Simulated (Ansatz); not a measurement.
Two isomers of GeH7NOSi: A = `O[SiH2][NH][GeH3]`, B = `N[SiH2][GeH2][OH]`.

Program: Ansatz. Geometries: PBE0-D4/def2-TZVP. ΔE: electronic, gas phase. CCSD(T)/CBS is the MP2 limit (def2-TZVPP, def2-QZVPP) plus CCSD(T) − MP2 in def2-TZVPP, frozen cores. DFT in def2-TZVPP. B3LYP here is the variant with VWN-RPA as its local correlation; programs differ in this. For Ge outer-core shells are correlated without core-valence functions, which leaves a few kJ/mol of doubt a bond. Scalar relativity is left out up to krypton. One conformer a species, not always the lowest.

Which is lower in electronic energy at CCSD(T)/CBS, and by how much? (Estimate.)

Ansatz gave: A, by 21.2 kcal/mol.

Give E(B) − E(A) in kcal/mol with HF/def2-TZVPP, CCSD(T)/def2-TZVPP, B3LYP-D4, ωB97M-V, PBE0-D4, B2PLYP, CCSD/def2-TZVPP. (An estimate is asked.)

The calculation gave: HF/def2-TZVPP 24.4, CCSD(T)/def2-TZVPP 21.5, B3LYP-D4 19.5, ωB97M-V 20.7, PBE0-D4 17.9, B2PLYP 20.9, CCSD/def2-TZVPP 21.9. None reverses the order clearly.

Largest T1 diagnostic: 0.011.

In def2-TZVPP, CCSD(T) changes the Hartree–Fock value by −2.9 kcal/mol (the triples alone add −0.3 kcal/mol) and MP2 by −1.8 kcal/mol. From PBE to PBE0 (25 % exact exchange), in def2-TZVPP and without D4, E(B) − E(A) moves by +1.8 kcal/mol.
